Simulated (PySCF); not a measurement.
All values below come from B3LYP-D3(BJ)/def2-TZVP // PBE0-D4/def2-TZVP (PySCF 2.14.0). All species are isolated molecules in the gas phase. One relaxed conformer stands for a flexible species; it need not be the lowest. B3LYP has the VWN-RPA correlation part, as in Gaussian. Excitations are Tamm–Dancoff values on a coarser integration grid. The basis has no diffuse functions, so Rydberg states are missing or too high.

Reference species (SMILES): `B/C=C(\N)C=C` (neutral, multiplicity 1).

The T1 excitation (TDA) comes out as 2.49 eV and the S1–T1 gap (TDA) is 1.74 eV.

Changed species: `B/C=C(/N)C=C`.

Problem. Predict the effect on the T1 excitation (TDA) and S1–T1 gap (TDA).

Solution. the T1 excitation (TDA) rises by 0.23 eV, to 2.72 eV; the S1–T1 gap (TDA) goes up by 0.19 eV, to 1.93 eV.
